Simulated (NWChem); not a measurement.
Molecule: C₅H₈; SMILES C1=CCCC1

```xyz
13

C      1.0769     0.0538     0.6678
C      1.0769     0.0538    -0.6678
C     -0.3163    -0.0996    -1.2372
C     -1.2283     0.1244     0.0000
C     -0.3163    -0.0996     1.2372
H      1.9636     0.1146     1.2935
H      1.9636     0.1146    -1.2935
H     -0.5294     0.6098    -2.0472
H     -0.4490    -1.1044    -1.6675
H     -1.5908     1.1586     0.0000
H     -2.1081    -0.5266     0.0000
H     -0.4490    -1.1044     1.6675
H     -0.5294     0.6098     2.0472
```
Atoms are numbered in this order, from 1.

Level: B3LYP/6-31G* (spherical d) (NWChem), optimised geometry, unscaled harmonic frequencies. B3LYP is NWChem's, with the RPA form of VWN correlation.

Q: List the harmonic frequencies with IR intensities, and the thermochemistry.

A: 
```tsv
frequency (cm⁻¹)	IR intensity (km/mol)
139	0.2
391	0.1
618	10.4
718	25.2
782	0.2
827	0.5
901	3.0
910	0.4
927	5.2
973	0.1
982	0.6
1047	1.5
1083	4.7
1140	0.1
1163	1.3
1240	0.1
1244	1.2
1324	1.9
1336	0.5
1349	0.0
1399	0.7
1514	0.7
1520	0.2
1539	0.6
1702	1.6
3015	33.8
3015	59.2
3055	6.9
3062	35.4
3074	60.1
3113	45.6
3190	9.5
3214	29.8
```

```
Property                                                                            Value
-----------------------------------------------------------------------  ----------------
zero-point energy                                                           73.6 kcal/mol
thermal correction to the enthalpy at 298.15 K (with zero-point energy)     77.1 kcal/mol
heat capacity Cv                                                         16.9 cal/(mol K)
entropy at 298.15 K and 1 atm (symmetry number 1)                        69.4 cal/(mol K)
dipole moment                                                                      0.14 D
```

Rigid rotor and harmonic oscillator.
